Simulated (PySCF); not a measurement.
Record of a relaxation.

Compound: C6H6BrN.
Bonds: N1–C2, C2–C3 (aromatic), C3–C4 (aromatic), C4–C5 (aromatic), C5–Br6, C5–C7 (aromatic), C7–C8 (aromatic), C2–C8 (aromatic). Hydrogens: H9, H10 on N1; H11 on C3; H12 on C4; H13 on C7; H14 on C8.

Computed by this run: PBE0-D3(BJ)/def2-SVP geometry optimisation, gas phase (PySCF); density fitting, grid level 1; the optimiser is geomeTRIC in internal coordinates, started from a GFN2-xTB structure with every atom displaced at random (about 0.01 Å). 5 of its 10 geometries are shown. The frame can shift and turn from step to step; on so coarse a grid that alone can change the energy by a few meV, and forces under 0.02 eV/Å are noise.

Step 0: E = -77825.0675 eV, largest atomic force 3.004 eV/Å
```
atom  x, y, z in Å  |  force x, y, z in eV/Å
N1     -2.310    0.223    0.139   -1.429   2.161   0.830
C2     -0.972    0.106    0.038    0.997  -0.182  -0.009
C3     -0.424   -1.065   -0.479    2.395   0.338   0.230
C4      0.998   -1.233   -0.505   -2.994  -0.152  -0.192
C5      1.784   -0.236   -0.032    1.774   0.605   0.389
Br6     3.677   -0.457   -0.068   -0.074   0.025   0.009
C7      1.264    0.940    0.489   -0.786  -0.246  -0.301
C8     -0.099    1.115    0.512   -0.852  -0.160  -0.008
H9     -2.896   -0.351   -0.419   -0.411  -0.620  -0.535
H10    -2.692    1.178    0.270    0.391  -1.009  -0.097
H11    -1.061   -1.846   -0.833   -0.508  -0.702  -0.328
H12     1.397   -2.143   -0.891    0.470  -0.753  -0.344
H13     1.879    1.729    0.849    0.845   0.669   0.359
H14    -0.552    2.024    0.921    0.182   0.025  -0.003
```

Step 2: E = -77825.2321 eV, largest atomic force 0.753 eV/Å
```
atom  x, y, z in Å  |  force x, y, z in eV/Å
N1     -2.353    0.293    0.120    0.242   0.196  -0.169
C2     -0.967    0.135    0.052   -0.752  -0.032   0.027
C3     -0.426   -1.077   -0.400    0.199  -0.023   0.023
C4      0.950   -1.274   -0.416   -0.009   0.022  -0.006
C5      1.802   -0.256    0.011    0.002  -0.051  -0.023
Br6     3.668   -0.537   -0.031    0.074   0.038   0.018
C7      1.282    0.956    0.462    0.007  -0.061  -0.004
C8     -0.095    1.145    0.490   -0.060  -0.011  -0.061
H9     -2.895   -0.384   -0.409    0.162   0.070   0.069
H10    -2.697    1.237   -0.042    0.119  -0.152   0.137
H11    -1.089   -1.877   -0.741    0.010   0.033   0.010
H12     1.364   -2.219   -0.772    0.007   0.008   0.009
H13     1.950    1.751    0.801    0.004  -0.025  -0.011
H14    -0.503    2.088    0.864   -0.005  -0.013  -0.020
```

Step 4: E = -77825.2488 eV, largest atomic force 0.137 eV/Å
```
atom  x, y, z in Å  |  force x, y, z in eV/Å
N1     -2.346    0.303    0.107    0.015  -0.125  -0.055
C2     -0.981    0.121    0.039   -0.002   0.044   0.038
C3     -0.424   -1.089   -0.408    0.065   0.078   0.062
C4      0.954   -1.277   -0.413    0.031  -0.110  -0.055
C5      1.806   -0.261    0.013    0.002   0.057   0.026
Br6     3.681   -0.512   -0.002   -0.045  -0.030  -0.015
C7      1.275    0.949    0.454   -0.070  -0.050  -0.008
C8     -0.103    1.131    0.470    0.050   0.086   0.001
H9     -2.904   -0.343   -0.436   -0.049  -0.002  -0.022
H10    -2.681    1.254    0.055    0.000   0.062   0.033
H11    -1.079   -1.894   -0.750   -0.006  -0.021  -0.002
H12     1.370   -2.224   -0.760    0.012  -0.027  -0.014
H13     1.938    1.747    0.789   -0.002   0.025   0.009
H14    -0.513    2.078    0.829   -0.002   0.012   0.002
```

Step 7: E = -77825.2526 eV, largest atomic force 0.028 eV/Å
```
atom  x, y, z in Å  |  force x, y, z in eV/Å
N1     -2.345    0.295    0.093   -0.021   0.001  -0.002
C2     -0.980    0.123    0.038    0.022  -0.002   0.000
C3     -0.420   -1.089   -0.402    0.012   0.010   0.009
C4      0.957   -1.281   -0.412    0.006  -0.025  -0.011
C5      1.806   -0.262    0.016   -0.011   0.017   0.006
Br6     3.679   -0.517    0.000   -0.013  -0.007  -0.003
C7      1.272    0.948    0.454    0.015   0.016   0.008
C8     -0.105    1.137    0.465   -0.008  -0.016  -0.011
H9     -2.905   -0.329   -0.472   -0.006   0.005  -0.007
H10    -2.685    1.247    0.104   -0.004   0.001   0.007
H11    -1.076   -1.896   -0.739    0.002   0.002   0.004
H12     1.373   -2.229   -0.758    0.002  -0.003  -0.001
H13     1.935    1.748    0.788    0.000   0.003   0.002
H14    -0.513    2.089    0.816    0.003  -0.002  -0.002
```

Step 9: E = -77825.2528 eV, largest atomic force under 0.02 eV/Å
```
atom  x, y, z in Å  |  force x, y, z in eV/Å
N1     -2.346    0.294    0.089   -0.004   0.000   0.006
C2     -0.980    0.122    0.036    0.004   0.000  -0.002
C3     -0.418   -1.090   -0.401    0.001   0.000   0.000
C4      0.958   -1.282   -0.411    0.001  -0.001   0.000
C5      1.806   -0.262    0.017   -0.003   0.001   0.001
Br6     3.678   -0.520    0.002    0.000  -0.001   0.000
C7      1.272    0.949    0.454    0.002  -0.001   0.000
C8     -0.105    1.137    0.463   -0.004   0.001  -0.001
H9     -2.907   -0.320   -0.485    0.003   0.002  -0.003
H10    -2.686    1.245    0.119    0.002  -0.001  -0.002
H11    -1.075   -1.898   -0.736    0.001   0.000   0.000
H12     1.374   -2.230   -0.755    0.000   0.000   0.001
H13     1.934    1.749    0.788   -0.001  -0.001   0.000
H14    -0.514    2.089    0.811    0.000   0.000   0.000
```

Q: Summarise the path.

A: The energy falls by 17.88 kJ/mol from step 0 to step 9; nine tenths of that is first reached at step 3. It rises by more than 0.2 meV at step 5. The largest force goes from 3.004 to under 0.02 eV/Å. Among the bonds C3–C4 changes most, from 1.432 to 1.390 Å; the atoms move by 0.030 Å rms after alignment.

The cost below is that of the whole optimisation. The run took 85 s of wall time on one thread, Intel Xeon 6975P-C (x86_64), shared host with 192 logical CPUs at a one-minute load of 27, and the process peaked at 0.65 GiB of memory.
